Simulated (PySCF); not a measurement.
**Correlation energy of Ar(2+) (argon, charge +2)**

[Ne] 3s2 3p4, high-spin 3P determinant. Computed with PySCF 2.14 in x2c-SVPall (4s3p1d, 18 functions), with the spin-free X2C one-electron Hamiltonian (Gaussian nucleus). Frozen: [Ne]; 6 electrons correlated.

MP2 pair energies summed by pair of shells (mhartree):

```csv
pair,energy,share (%)
3p-3p,-45.08,50.0
3s-3p,-38.27,42.4
3s-3s,-6.87,7.6
```

Total MP2 correlation energy: -90.23 mhartree.

Same-spin part -22.14 and opposite-spin part -68.08 mhartree; SCS-MP2 scales them by 1/3 and 6/5 to -89.08 mhartree.

```tsv
level	correlation energy (mhartree)
CCSD	-109.00
(T)	-0.91
CCSD(T)	-109.91
```

Diagnostics: T1 = 0.0053, D1 = 0.0182, largest double amplitude 0.050.

Cost of the coupled-cluster step: 0.1 s of wall time on 1 thread of Intel(R) Xeon(R) Platinum 8375C CPU @ 2.90GHz (shared host), for 6 correlated electrons.
